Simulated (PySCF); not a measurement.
H9Si4, SMILES [SiH2][SiH2][SiH2][SiH3], multiplicity 2. Atoms are numbered in the order given.

```xyz
13

Si     0.1586     2.9843     0.0000
Si    -0.8332     0.8894     0.0000
Si     0.8156    -0.7664     0.0000
Si    -0.1885    -2.8743     0.0000
H      0.9877     3.2249     1.2204
H      0.9877     3.2249    -1.2204
H     -1.6898     0.7365     1.2142
H     -1.6898     0.7365    -1.2142
H      1.6722    -0.5995    -1.2131
H      1.6722    -0.5995     1.2131
H      0.8235    -3.9715     0.0000
H     -1.0490    -3.0077     1.2128
H     -1.0490    -3.0077    -1.2128
```
Charge 0, spin multiplicity 2.

The structure is a stationary point at ωB97X-D3(BJ)/def2-SVP. The isomer is the one that the SMILES or the coordinates give; other isomers of the formula were not compared. Other conformers were not sampled.

Two levels are set side by side: PBE/pcH-1 (PySCF) and PBE0/pcH-1 (PySCF). Contact hyperfine couplings, same geometry. Differences are taken from unrounded values.

```tsv
quantity	PBE0	PBE	PBE minus PBE0
A(iso) of 29Si, atom Si1 (MHz)	-388.9	-353.8	35.1
A(iso) of 29Si, atom Si2 (MHz)	-0.8	-1.6	-0.8
A(iso) of 29Si, atom Si3 (MHz)	-47.5	-49.5	-2.0
A(iso) of 29Si, atom Si4 (MHz)	-19.8	-21.7	-1.9
A(iso) of 1H, atom H5 (MHz)	0.2	2.8	2.7
A(iso) of 1H, atom H6 (MHz)	0.2	2.8	2.7
A(iso) of 1H, atom H7 (MHz)	0.3	0.9	0.6
A(iso) of 1H, atom H8 (MHz)	0.3	0.9	0.6
A(iso) of 1H, atom H9 (MHz)	-2.4	-2.5	0.0
A(iso) of 1H, atom H10 (MHz)	-2.4	-2.5	0.0
A(iso) of 1H, atom H11 (MHz)	10.1	12.2	2.1
A(iso) of 1H, atom H12 (MHz)	-1.3	-1.3	-0.1
A(iso) of 1H, atom H13 (MHz)	-1.3	-1.3	-0.1
```

Rough cost on one machine, each run with all the roots and properties that it gave: PBE0 against PBE within a factor of 2.
